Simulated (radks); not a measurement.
Q: The lead ion Pb3+, [Xe] 4f14 5d10 6s1. Calculated with a radial shooting solver on a logarithmic mesh with Libxc functionals: non-relativistic Kohn-Sham, r2SCAN, spin-polarised, spherical densities, point nucleus; meta-GGA in the generalised Kohn-Sham scheme. Every spin shell is full or empty, so the densities are truly spherical. Functionals are evaluated on that one density, not self-consistently. Rank these exchange functionals by their error against the exact value of the orbitals, and give that value: LDA, revPBE, PW91, AM05, B86b, APBE, Tao-Mo, TASK, MVS.

A: Exact: -358.502 hartree. From best to worst, with 100 (|E| - |E exact|)/|E exact| (equal figures are ties): PW91 +0.02, B86b -0.03, MVS +0.08, APBE +0.21, revPBE -0.28, Tao-Mo -0.85, TASK -1.80, AM05 -3.59, LDA -3.79.
